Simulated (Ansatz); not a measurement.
Born–Oppenheimer molecular dynamics of a periodic cell of 33 atoms, H$_{22}$SO$_{10}$ (contents 10 H2O + 1 SH2, density as packed 0.99 g/cm³ with natural masses). It starts from a partly relaxed structure (largest force component 0.69 eV/Å).

Theory: Ansatz, DFT PBE-D3(BJ), scalar-relativistic, plane waves, PAW. Settings: accuracy low, cutoff 420 eV, k mesh 1x1x1, fermi-dirac smearing 0.02 eV, no spin polarisation.

```json
{
 "ensemble": "NVT, Langevin thermostat",
 "time step": "0.5 fs",
 "steps asked": "300",
 "set temperature": "1000 K",
 "friction": "0.02 /fs",
 "seed": "129483"
}
```

Frames 0.5 fs apart, positions in Å, forces in eV/Å.

Velocities at 100.0 fs (Å/ps):

```
O -11.18 3.12 7.27
H -29.89 13.93 15.26
H -15.87 -7.11 13.64
O 11.38 -1.99 -2.01
H 5.04 -31.82 -34.97
H -8.90 -17.56 21.88
O -4.07 -3.19 -5.81
H -14.13 45.76 62.48
H -50.85 17.44 -12.58
O -7.03 15.48 -10.15
H 18.24 -28.42 19.12
H -24.39 8.77 15.19
O 3.86 12.49 5.75
H 82.85 -7.14 -37.16
H 18.86 4.91 -2.14
O 6.63 -9.26 -11.77
H 18.93 -5.49 31.86
H 25.95 -23.92 -3.79
O -7.94 -2.91 8.57
H 9.97 -11.75 -38.96
H -63.47 13.64 -0.36
O 18.72 -8.80 1.75
H -2.52 -51.11 -38.66
H -29.45 16.68 49.06
O 6.14 -7.75 3.87
H -28.29 -47.16 33.01
H 15.15 -25.22 52.03
O -4.23 -12.60 -22.58
H 6.51 -29.46 54.01
H -34.08 -26.77 -18.92
S 1.35 -0.73 4.72
H -38.53 -7.34 12.14
H 18.80 29.70 -33.72
```

```xyz
33
Lattice="7.1138 0.0000 0.0000 0.0000 7.1138 0.0000 0.0000 0.0000 7.1138" Properties=species:S:1:pos:R:3:forces:R:3 time_fs=100.0 energy_less_start_eV=3.097 T=1247
O -1.124 4.671 7.892 2.33 -0.32 1.74
H -0.120 4.525 8.036 -1.18 0.90 1.38
H -0.946 4.436 7.004 -1.13 -0.39 -3.22
O 3.675 4.421 3.962 2.70 0.12 -0.97
H 4.695 4.158 4.018 -2.35 0.90 -0.12
H 3.369 3.932 4.717 -0.71 -0.35 1.28
O 2.701 0.936 3.794 0.08 0.12 0.73
H 3.298 1.662 3.563 0.66 0.26 -0.32
H 3.169 0.137 3.530 0.37 -0.33 -0.45
O 0.135 1.002 6.202 1.49 1.79 -1.94
H -0.525 0.756 6.792 -2.27 -0.97 1.99
H 0.825 0.349 6.277 0.48 -0.70 0.10
O 0.990 5.887 4.360 -1.40 0.73 -0.73
H 0.552 6.688 3.958 0.02 -0.98 0.30
H 1.823 6.292 4.569 1.27 -0.05 0.53
O 0.674 2.358 3.006 -1.18 0.74 -0.79
H 1.437 1.986 3.488 0.08 -0.36 -0.98
H 0.747 2.396 2.011 0.69 -0.33 1.65
O 4.459 0.137 1.107 0.36 0.02 0.45
H 4.785 0.782 1.769 -0.61 1.17 -0.06
H 5.237 -0.422 1.198 0.23 -1.51 -0.58
O 5.173 2.411 2.446 -0.39 -0.69 0.58
H 5.931 2.568 3.054 0.09 0.01 -0.73
H 5.203 3.065 1.723 0.22 0.40 0.10
O 1.534 5.020 1.668 2.10 0.56 3.24
H 1.597 4.942 2.737 -0.78 -0.01 -2.83
H 2.452 5.439 1.614 -1.22 -0.55 -0.72
O 6.251 3.844 5.029 -0.52 -1.87 0.31
H 6.192 2.800 5.109 1.18 2.88 -0.53
H 7.013 4.216 4.500 -0.42 -1.11 0.63
S 3.186 2.974 6.882 -1.20 0.28 0.40
H 1.851 2.625 6.908 0.34 0.53 0.35
H 3.176 2.035 5.962 0.68 -0.91 -0.80
33
Lattice="7.1138 0.0000 0.0000 0.0000 7.1138 0.0000 0.0000 0.0000 7.1138" Properties=species:S:1:pos:R:3:forces:R:3 time_fs=100.5 energy_less_start_eV=3.149 T=1278
O -1.130 4.672 7.896 1.98 -0.25 1.63
H -0.138 4.532 8.046 -0.83 0.84 1.41
H -0.954 4.430 7.008 -1.12 -0.39 -3.15
O 3.680 4.420 3.961 2.22 -0.39 -0.29
H 4.695 4.145 4.001 -2.27 0.87 -0.02
H 3.364 3.921 4.730 -0.32 0.17 0.51
O 2.699 0.934 3.791 -0.32 1.30 1.05
H 3.291 1.685 3.595 0.52 -0.20 -0.30
H 3.142 0.145 3.522 0.96 -1.03 -0.80
O 0.131 1.010 6.197 0.87 1.51 -1.32
H -0.519 0.739 6.805 -1.82 -0.68 1.50
H 0.814 0.352 6.284 0.66 -0.70 -0.03
O 0.992 5.893 4.363 -0.71 0.40 -0.41
H 0.593 6.683 3.940 -0.41 -0.43 0.00
H 1.835 6.293 4.569 1.01 -0.27 0.53
O 0.677 2.353 3.001 -0.72 0.51 -0.28
H 1.447 1.984 3.503 -0.43 -0.15 -1.35
H 0.760 2.385 2.010 0.71 -0.31 1.48
O 4.455 0.135 1.111 -0.90 0.46 -0.06
H 4.791 0.778 1.749 -0.47 1.64 0.38
H 5.205 -0.417 1.198 1.33 -2.42 -0.49
O 5.183 2.406 2.447 -1.28 -1.16 0.19
H 5.931 2.542 3.032 0.96 0.22 -0.02
H 5.188 3.071 1.748 0.25 0.68 -0.22
O 1.538 5.016 1.671 1.97 0.43 3.52
H 1.585 4.918 2.749 -0.73 0.08 -3.06
H 2.458 5.427 1.639 -1.15 -0.50 -0.75
O 6.249 3.838 5.017 -1.06 -2.28 0.83
H 6.198 2.789 5.136 1.18 3.09 -0.71
H 6.994 4.201 4.491 0.12 -0.91 0.29
S 3.186 2.974 6.885 -1.57 0.13 0.34
H 1.831 2.623 6.916 0.77 0.57 0.28
H 3.189 2.048 5.944 0.62 -0.81 -0.68
33
Lattice="7.1138 0.0000 0.0000 0.0000 7.1138 0.0000 0.0000 0.0000 7.1138" Properties=species:S:1:pos:R:3:forces:R:3 time_fs=101.0 energy_less_start_eV=3.227 T=1297
O -1.135 4.673 7.899 1.50 -0.25 1.13
H -0.159 4.539 8.059 -0.33 0.76 1.42
H -0.963 4.420 7.006 -1.14 -0.29 -2.68
O 3.687 4.419 3.959 1.61 -0.81 0.35
H 4.690 4.137 3.985 -2.06 0.79 0.07
H 3.359 3.910 4.745 0.05 0.66 -0.22
O 2.698 0.932 3.788 -0.60 2.43 1.38
H 3.285 1.708 3.625 0.36 -0.73 -0.31
H 3.114 0.149 3.510 1.46 -1.62 -1.13
O 0.127 1.018 6.192 0.13 1.04 -0.49
H -0.517 0.720 6.822 -1.18 -0.27 0.79
H 0.804 0.354 6.289 0.75 -0.63 -0.16
O 0.992 5.899 4.365 0.15 0.03 0.04
H 0.634 6.677 3.923 -0.82 0.20 -0.37
H 1.852 6.292 4.571 0.54 -0.55 0.48
O 0.680 2.349 2.995 -0.33 0.33 0.19
H 1.456 1.980 3.515 -0.85 0.00 -1.64
H 0.776 2.374 2.011 0.72 -0.29 1.26
O 4.450 0.134 1.115 -2.03 0.96 -0.45
H 4.797 0.778 1.732 -0.32 1.96 0.69
H 5.176 -0.419 1.196 2.30 -3.25 -0.39
O 5.192 2.402 2.449 -2.28 -1.52 -0.35
H 5.935 2.516 3.008 1.94 0.39 0.73
H 5.172 3.078 1.770 0.26 0.88 -0.43
O 1.541 5.013 1.674 1.79 0.28 3.62
H 1.575 4.896 2.753 -0.69 0.14 -3.11
H 2.462 5.413 1.662 -1.01 -0.42 -0.79
O 6.247 3.830 5.005 -1.70 -2.62 1.45
H 6.209 2.784 5.160 1.15 3.11 -0.86
H 6.975 4.182 4.482 0.82 -0.62 -0.16
S 3.186 2.974 6.887 -1.85 -0.07 0.19
H 1.812 2.622 6.926 1.14 0.59 0.19
H 3.209 2.058 5.926 0.53 -0.64 -0.45
33
Lattice="7.1138 0.0000 0.0000 0.0000 7.1138 0.0000 0.0000 0.0000 7.1138" Properties=species:S:1:pos:R:3:forces:R:3 time_fs=101.5 energy_less_start_eV=3.288 T=1263
O -1.141 4.674 7.903 0.89 -0.32 0.32
H -0.184 4.549 8.076 0.31 0.64 1.42
H -0.973 4.408 6.998 -1.16 -0.09 -1.89
O 3.693 4.418 3.958 0.92 -1.06 0.81
H 4.680 4.132 3.967 -1.67 0.66 0.14
H 3.358 3.902 4.759 0.33 1.02 -0.76
O 2.696 0.931 3.786 -0.69 3.26 1.62
H 3.280 1.731 3.654 0.19 -1.27 -0.34
H 3.089 0.148 3.499 1.75 -1.88 -1.35
O 0.122 1.026 6.187 -0.45 0.47 0.35
H -0.514 0.702 6.843 -0.58 0.16 0.07
H 0.798 0.356 6.292 0.73 -0.48 -0.30
O 0.993 5.905 4.368 0.97 -0.31 0.51
H 0.674 6.671 3.906 -1.14 0.81 -0.77
H 1.870 6.289 4.574 0.03 -0.81 0.42
O 0.682 2.345 2.991 -0.08 0.22 0.52
H 1.461 1.974 3.523 -1.10 0.07 -1.79
H 0.795 2.359 2.012 0.70 -0.26 1.06
O 4.445 0.133 1.120 -2.67 1.32 -0.65
H 4.803 0.783 1.716 -0.21 2.08 0.83
H 5.150 -0.429 1.195 2.82 -3.74 -0.31
O 5.201 2.397 2.452 -3.23 -1.68 -0.94
H 5.942 2.494 2.986 2.87 0.51 1.39
H 5.156 3.088 1.792 0.27 0.93 -0.49
O 1.544 5.009 1.677 1.56 0.13 3.56
H 1.564 4.872 2.749 -0.65 0.19 -3.00
H 2.464 5.399 1.684 -0.82 -0.31 -0.83
O 6.246 3.823 4.993 -2.24 -2.76 2.00
H 6.223 2.788 5.181 1.08 2.95 -0.97
H 6.958 4.162 4.470 1.44 -0.33 -0.58
S 3.186 2.974 6.890 -2.05 -0.30 -0.01
H 1.796 2.622 6.937 1.44 0.58 0.10
H 3.233 2.064 5.906 0.43 -0.42 -0.15
33
Lattice="7.1138 0.0000 0.0000 0.0000 7.1138 0.0000 0.0000 0.0000 7.1138" Properties=species:S:1:pos:R:3:forces:R:3 time_fs=102.0 energy_less_start_eV=3.248 T=1202
O -1.146 4.675 7.907 0.13 -0.39 -0.52
H -0.209 4.560 8.098 1.03 0.51 1.41
H -0.985 4.396 6.988 -1.12 0.13 -1.07
O 3.699 4.416 3.957 0.05 -1.10 1.13
H 4.664 4.130 3.949 -1.01 0.45 0.19
H 3.358 3.897 4.772 0.53 1.26 -1.12
O 2.695 0.931 3.786 -0.55 3.60 1.71
H 3.275 1.753 3.680 0.04 -1.79 -0.40
H 3.069 0.141 3.487 1.80 -1.68 -1.39
O 0.117 1.035 6.181 -0.76 -0.21 1.13
H -0.514 0.686 6.862 -0.08 0.55 -0.57
H 0.796 0.357 6.296 0.53 -0.18 -0.43
O 0.994 5.910 4.371 1.66 -0.55 0.93
H 0.708 6.665 3.888 -1.32 1.26 -1.07
H 1.890 6.284 4.579 -0.50 -1.03 0.34
O 0.684 2.342 2.986 0.08 0.17 0.70
H 1.464 1.968 3.525 -1.21 0.09 -1.82
H 0.815 2.345 2.014 0.66 -0.23 0.88
O 4.440 0.133 1.124 -2.51 1.25 -0.64
H 4.807 0.794 1.704 -0.13 1.95 0.78
H 5.134 -0.449 1.193 2.59 -3.54 -0.26
O 5.209 2.393 2.454 -3.96 -1.61 -1.47
H 5.954 2.471 2.966 3.55 0.56 1.80
H 5.141 3.102 1.812 0.31 0.81 -0.39
O 1.547 5.005 1.680 1.33 0.00 3.32
H 1.554 4.846 2.735 -0.62 0.21 -2.71
H 2.465 5.385 1.704 -0.62 -0.20 -0.86
O 6.244 3.816 4.981 -2.46 -2.55 2.29
H 6.239 2.799 5.197 0.99 2.55 -1.01
H 6.948 4.144 4.454 1.76 -0.15 -0.79
S 3.186 2.974 6.894 -2.16 -0.51 -0.23
H 1.782 2.620 6.952 1.66 0.57 0.00
H 3.255 2.069 5.887 0.33 -0.20 0.15
33
Lattice="7.1138 0.0000 0.0000 0.0000 7.1138 0.0000 0.0000 0.0000 7.1138" Properties=species:S:1:pos:R:3:forces:R:3 time_fs=102.5 energy_less_start_eV=3.096 T=1216
O -1.151 4.675 7.910 -0.60 -0.47 -1.31
H -0.233 4.572 8.121 1.68 0.38 1.37
H -0.999 4.387 6.974 -1.03 0.34 -0.27
O 3.705 4.414 3.956 -0.95 -0.95 1.30
H 4.646 4.130 3.932 -0.15 0.16 0.21
H 3.360 3.896 4.780 0.65 1.37 -1.32
O 2.692 0.932 3.786 -0.19 3.36 1.59
H 3.271 1.772 3.704 -0.09 -2.21 -0.47
H 3.055 0.129 3.471 1.60 -0.99 -1.22
O 0.113 1.042 6.175 -0.92 -0.80 1.77
H -0.513 0.674 6.878 0.28 0.88 -1.09
H 0.794 0.357 6.298 0.34 0.09 -0.56
O 0.995 5.915 4.374 2.21 -0.50 1.16
H 0.737 6.662 3.867 -1.29 1.37 -1.16
H 1.912 6.276 4.586 -1.09 -1.20 0.22
O 0.686 2.338 2.982 0.14 0.17 0.86
H 1.464 1.960 3.522 -1.22 0.07 -1.75
H 0.833 2.332 2.018 0.62 -0.21 0.64
O 4.435 0.133 1.128 -1.65 0.85 -0.38
H 4.809 0.811 1.698 -0.15 1.52 0.52
H 5.126 -0.479 1.190 1.74 -2.72 -0.25
O 5.218 2.388 2.456 -4.24 -1.25 -1.81
H 5.973 2.452 2.951 3.73 0.55 1.83
H 5.126 3.119 1.829 0.40 0.46 -0.10
O 1.549 5.002 1.684 1.01 -0.10 2.78
H 1.545 4.824 2.712 -0.61 0.15 -2.12
H 2.463 5.372 1.720 -0.30 -0.04 -0.89
O 6.242 3.808 4.970 -2.45 -2.01 2.32
H 6.257 2.817 5.212 0.90 1.94 -0.96
H 6.943 4.126 4.437 1.84 -0.07 -0.82
S 3.185 2.972 6.897 -2.20 -0.69 -0.42
H 1.773 2.616 6.969 1.81 0.55 -0.09
H 3.278 2.072 5.870 0.22 -0.01 0.43
```

Of the whole run (150 fs, mean temperature of the second half 1008 K): A run of 0.15 ps of so small a system gives no equilibrium averages. Limits of this set-up: coarse k mesh, low accuracy level.

Run time: 10 min on 1 thread of Arm Neoverse V1 (shared host), peak memory 0.39 GiB.
